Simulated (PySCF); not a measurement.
A geometry optimisation on `c1c[o+]ccc1Br`.

Computed with PBE0/def2-SVP geometry optimisation, gas phase (PySCF 2.14.0). Start geometry: GFN2-xTB. The input is one job of a driver script: a line of settings, then coordinates in Å.

Input:
```
{"job": {"xc": "PBE0", "basis": "def2-SVP", "grid": 1, "kind": "geom"}, "charge": 1, "multiplicity": 1}
Br    -2.364143    -1.833841     0.050207
C     -0.893868    -0.692728     0.016860
C     -1.058776     0.705724     0.019210
C      0.064070     1.492844    -0.006004
O      1.276755     0.989443    -0.030664
C      1.461317    -0.310780    -0.032507
C      0.418813    -1.201600    -0.010696
H     -2.042052     1.150425     0.040851
H      0.036460     2.576647    -0.007202
H      2.503634    -0.608363    -0.052110
H      0.603214    -2.265102    -0.013909
```

Problem. Estimate the output.

Solution. 
```
step   0  E = -2840.91076633  max force = 0.011421
step   1  E = -2840.90972257  max force = 0.005219
step   2  E = -2840.91138146  max force = 0.002196
step   3  E = -2840.91179054  max force = 0.003426
step   4  E = -2840.91178025  max force = 0.004263
step   5  E = -2840.91185073  max force = 0.002394
step   6  E = -2840.91187860  max force = 0.001501
step   7  E = -2840.91189549  max force = 0.000934
step   8  E = -2840.91189732  max force = 0.000310
optimisation converged
```

Energies in Eh; «max force» is the largest Cartesian gradient component in Eh/bohr.

Problem. Give the first gradient maximum in eV/Å.

Solution. With 1 Eh/bohr = 51.422 eV/Å, 0.587 eV/Å.

In short: final energy -2840.91190 Eh after 8 steps.

Problem. Where do the atoms end?

Solution. 0.018 Å rms from the input after alignment:
```
atom  x, y, z in Å
Br1   -2.1479   -1.6807   -1.1658
C2    -0.8189   -0.6392   -0.4468
C3    -1.0484    0.7197   -0.1554
C4    -0.0203    1.4491    0.3814
O5     1.1604    0.9073    0.6238
C6     1.4076   -0.3638    0.3606
C7     0.4513   -1.1848   -0.1766
H8    -2.0123    1.1961   -0.3445
H9    -0.0670    2.5063    0.6524
H10    2.4274   -0.6605    0.6157
H11    0.6861   -2.2306   -0.3829
```

The run took 53 s wall on one thread of an Arm Neoverse V1, no GPU, shared host with 32 logical CPUs at a one-minute load of 16, and the process peaked at 0.59 GiB of memory.
Labels such as C1 count atoms from 1, the log's own numbers from 0.
